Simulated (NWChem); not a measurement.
## A calculation on H₃FSi

```xyz
5

Si     0.4940    -0.1169     0.0000
F     -1.0869     0.2572     0.0000
H      0.7926    -0.9128     1.2224
H      0.7926    -0.9128    -1.2224
H      1.2802     1.1475     0.0000
```
Charge 0, spin multiplicity 1.

Program: NWChem. All single points use one geometry, from PBE0/def2-SVP, a minimum by its harmonic frequencies.

Symmetry labels belong to the abelian group Cs used in the runs, with the axes of the coordinates shown; states degenerate in a higher group split over its labels.

The structure started from a generated list of species.

Q: List the lowest 6 singlet excitations that TDA-PBE0/def2-SVPD gives, with oscillator strengths.

A: 
```json
[
 {"state": "1", "symmetry": "a'", "energy (eV)": "8.01", "wavelength (nm)": "155", "f": "0.006"},
 {"state": "2", "symmetry": "a\"", "energy (eV)": "8.01", "wavelength (nm)": "155", "f": "0.006"},
 {"state": "3", "symmetry": "a'", "energy (eV)": "9.34", "wavelength (nm)": "133", "f": "0.125"},
 {"state": "4", "symmetry": "a\"", "energy (eV)": "9.34", "wavelength (nm)": "133", "f": "0.125"},
 {"state": "5", "symmetry": "a\"", "energy (eV)": "9.42", "wavelength (nm)": "132", "f": "0.000"},
 {"state": "6", "symmetry": "a'", "energy (eV)": "9.96", "wavelength (nm)": "125", "f": "0.010"}
]
```
